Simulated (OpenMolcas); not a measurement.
Re.

| Item | Value |
| --- | --- |
| Program | OpenMolcas |
| Method | CASSCF |
| Basis | ANO-RCC-VDZP [7s6p4d2f1g] |
| Scalar Hamiltonian | DKH2, point nucleus |
| Active space | 5 electrons in 5 orbitals (5d) |
| State averaging | 2S+1 = 6 even, 1 root; 2S+1 = 4 even, 24 roots; 2S+1 = 2 even, 75 roots (67 in the spin-orbit step) |
| Spin-orbit coupling | RASSI with atomic mean-field integrals over the reference wave functions, term energies averaged over their components |

Levels without dynamic correlation, in cm-1 above 5d5 6s2 6S 5/2:

```csv
Level,E
5d5 6s2 4P 1/2 [65 %],24252
5d5 6s2 4G 7/2 [68 %],20903
5d5 6s2 4D 7/2 [73 %],26350
5d5 6s2 2I 11/2,29962
```

On this reference, MS-CASPT2, IPEA 0.25 Eh, imaginary shift 0.1 Eh (closed shells correlated: 5s 5p 6s) puts 5d5 6s2 4P 1/2 [65 %] at 20830 cm-1.

Q: Estimate the other levels at that method by one scale factor, and say how well it serves.

A: The factor is 20830 / 24252 = 0.859. Scaled values beside those that MS-CASPT2 gives and measured ones (NIST Handbook of Basic Atomic Spectroscopic Data):
```csv
Level,Scaled,MS-CASPT2,Miss (%),Measured
5d5 6s2 4G 7/2 [68 %],17956,19160,-6.3,15058
5d5 6s2 4D 7/2 [73 %],22635,22890,-1.1,
5d5 6s2 2I 11/2,25737,29230,-11.9,
```
For these levels the scaled values miss MS-CASPT2 by up to 11.9 %, as correlation changes each term by its own factor, spin-orbit parts do not scale and CASPT2 has its own spread within terms. This holds within one configuration; levels of others move differently, and the target method has errors of its own against measurement.

CASPT2 does not keep the components of a term degenerate, so their means are used; among the terms shown or strongly mixed into the levels shown the widest spread is 570 cm-1 (5d5 6s2 2I, MS-CASPT2). Some high roots are left out of the spin-orbit mixing, which shifts the levels that they would mix with. With the s shell closed, the reference lacks s² → p², s² → d² and s → d mixing, so excited terms can stand far too high and out of order, with CASPT2 too. Without dynamic correlation excited terms often stand tens of per cent too high (terms of higher spin than the ground term too low), and those without a measured partner can miss by more than the paired ones (holds for CASSCF). Some terms miss by over 15 % even with CASPT2, which points to a basis or an active space too small for the shells correlated (holds for MS-CASPT2). Computed and measured levels are paired by configuration, term and J; levels that our copy of the source lacks, or whose pairing is in doubt (as where it misses far off the trend of its configuration), stay unpaired and out of the deviations. Only configurations of the active space appear.

A share in square brackets marks a mixed level and gives the weight of the term that names it, the lowest over the columns.
